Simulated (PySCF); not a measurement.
**Electronic structure of C (carbon, neutral) at the PBE level**

Configuration: [He] 2s2 2p1 3s1, high-spin 3P determinant (an excited configuration). Calculation: PySCF 2.14, in aug-cc-pCVTZ-DK (7s6p4d2f, 59 functions); the spin-free X2C one-electron Hamiltonian (Gaussian nucleus).

| Item | Value |
| --- | --- |
| Total energy | -37.5236 hartree |
| One-electron energy | -48.8662 hartree |
| Hartree (Coulomb) energy | 16.2772 hartree |
| Exchange-correlation energy | -4.9346 hartree |
| ⟨S²⟩ | 2.0020 |
| ⟨L²⟩ | 2.013 |
| Sum of ⟨r⟩ | 9.820 bohr |
| Sum of ⟨r²⟩ | 33.83 bohr² |
| Traceless quadrupole moment −½Σ⟨3z² − r²⟩ along its main axis | -0.520 e·bohr² |
| Langevin diamagnetic susceptibility | -26.8 ×10⁻⁶ cm³/mol |

| shell | electrons | mean orbital energy (hartree) | rms radius, mean of both spins (bohr) |
| --- | --- | --- | --- |
| 1s α | 1 | -10.35986 | 0.315 |
| 1s β | 1 | -10.34052 | 0.315 |
| 2s α | 1 | -0.73913 | 1.62 |
| 2s β | 1 | -0.68171 | 1.62 |
| 2p α | 1 | -0.43675 | 1.70 |
| 3s α | 1 | -0.06848 | 5.05 |

The outer electron is Rydberg-like, and this basis confines it to a smaller radius and binds it less than a complete one would.
